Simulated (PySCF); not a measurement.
## `InChI=1S/C8H8/c1-2-4-6-8-7-5-3-1/h1-8H/b2-1-,3-1?,4-2?,5-3-,6-4-,7-5?,8-6?,8-7-`

Geometry:
```json
{"atom": "C1", "x (Å)": "-1.496", "y (Å)": "-0.734", "z (Å)": "0.464"}
{"atom": "C2", "x (Å)": "-0.512", "y (Å)": "-1.631", "z (Å)": "0.297"}
{"atom": "C3", "x (Å)": "0.662", "y (Å)": "-1.507", "z (Å)": "-0.576"}
{"atom": "C4", "x (Å)": "1.566", "y (Å)": "-0.514", "z (Å)": "-0.580"}
{"atom": "C5", "x (Å)": "1.583", "y (Å)": "0.670", "z (Å)": "0.289"}
{"atom": "C6", "x (Å)": "0.600", "y (Å)": "1.567", "z (Å)": "0.456"}
{"atom": "C7", "x (Å)": "-0.718", "y (Å)": "1.568", "z (Å)": "-0.192"}
{"atom": "C8", "x (Å)": "-1.622", "y (Å)": "0.576", "z (Å)": "-0.189"}
{"atom": "H9", "x (Å)": "-2.343", "y (Å)": "-1.025", "z (Å)": "1.097"}
{"atom": "H10", "x (Å)": "-0.619", "y (Å)": "-2.598", "z (Å)": "0.805"}
{"atom": "H11", "x (Å)": "0.846", "y (Å)": "-2.360", "z (Å)": "-1.240"}
{"atom": "H12", "x (Å)": "2.430", "y (Å)": "-0.621", "z (Å)": "-1.246"}
{"atom": "H13", "x (Å)": "2.538", "y (Å)": "0.867", "z (Å)": "0.792"}
{"atom": "H14", "x (Å)": "0.814", "y (Å)": "2.440", "z (Å)": "1.085"}
{"atom": "H15", "x (Å)": "-1.009", "y (Å)": "2.516", "z (Å)": "-0.663"}
{"atom": "H16", "x (Å)": "-2.594", "y (Å)": "0.776", "z (Å)": "-0.657"}
```

Method used: quadratic response CAM-B3LYP/aug-cc-pVDZ first hyperpolarisability, Taylor convention, gas phase (PySCF 2.14.0). Geometry: PBE0-D3(BJ)/def2-SVP.

Give the tensor of the second harmonic β(−2ω;ω,ω) at 1064 nm in the axes of these coordinates.

In au, Taylor convention; rows are the first index (the induced dipole):
```tsv
	xx	yy	zz	xy	xz	yz
x	+0.8	+5.1	-5.9	-6.3	+2.4	-32.3
y	-6.4	+0.8	+5.6	+5.0	-32.3	-3.6
z	+2.2	-3.5	+1.7	-30.5	-5.7	+5.5
```
Norm of βᵢ = ⅓ Σⱼ (βᵢⱼⱼ + βⱼᵢⱼ + βⱼⱼᵢ): 0.4 au, hyper-Rayleigh value 24.9 au.
